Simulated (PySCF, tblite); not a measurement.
Isomers of C5H16FNSi2, one GFN2-xTB conformer each. Single-point energies are computed at PBE0/pcSseg-1 (PySCF, gas phase, no added dispersion term), electronic only.

```csv
SMILES,GFN2-xTB relative energy (kcal/mol)
CCNC(C)(C)[SiH2][SiH2]F,0.0
CNC(C)(C)[SiH2][SiH2]CF,50.9
```

Conformers: `[CH3:1][CH2:2][NH:3][C:4]([CH3:5])([CH3:6])[SiH2:7][SiH2:8][F:9]` with C1–C2–N3–C4 -83°, C2–N3–C4–C5 -57°, N3–C4–Si7–Si8 43°, C4–Si7–Si8–F9 134°; `[CH3:1][NH:2][C:3]([CH3:4])([CH3:5])[SiH2:6][SiH2:7][CH2:8][F:9]` with C1–N2–C3–C4 53°, N2–C3–Si6–Si7 -47°, C3–Si6–Si7–C8 65°, Si6–Si7–C8–F9 49°.

Q: What does PBE0/pcSseg-1 give for the same structures?

A: 
```csv
SMILES,PBE0/pcSseg-1 E (Eh),PBE0/pcSseg-1 (kcal/mol),GFN2-xTB (kcal/mol),point group
CCNC(C)(C)[SiH2][SiH2]F,-933.06514,0.0,0.0,C1
CNC(C)(C)[SiH2][SiH2]CF,-933.00697,36.5,50.9,C1
```

Both levels put the same isomer lowest. As drawn, the lower has an Si–F bond, which the higher lacks.

Q: Which frontier levels, dipoles and rotational constants go with these structures?

A: 
```json
{"SMILES": "CCNC(C)(C)[SiH2][SiH2]F", "HOMO (eV, PBE0/pcSseg-1)": "-6.14", "LUMO (eV)": "-0.81", "dipole (D)": "2.26", "A, B, C (MHz)": "1449, 742.8, 594.6"}
{"SMILES": "CNC(C)(C)[SiH2][SiH2]CF", "HOMO (eV, PBE0/pcSseg-1)": "-6.44", "LUMO (eV)": "0.19", "dipole (D)": "2.27", "A, B, C (MHz)": "1471, 750.1, 637.3"}
```

Q: What happens when harmonic zero-point energies from GFN2-xTB frequencies are added?

A: 
| SMILES | ZPE (kcal/mol) | electronic (kcal/mol) | with ZPE (kcal/mol) |
| --- | --- | --- | --- |
| CCNC(C)(C)[SiH2][SiH2]F | 125.5 | 0.0 | 0.0 |
| CNC(C)(C)[SiH2][SiH2]CF | 124.3 | 36.5 | 35.3 |

The zero-point energies span 1.2 kcal/mol. The order is unchanged.
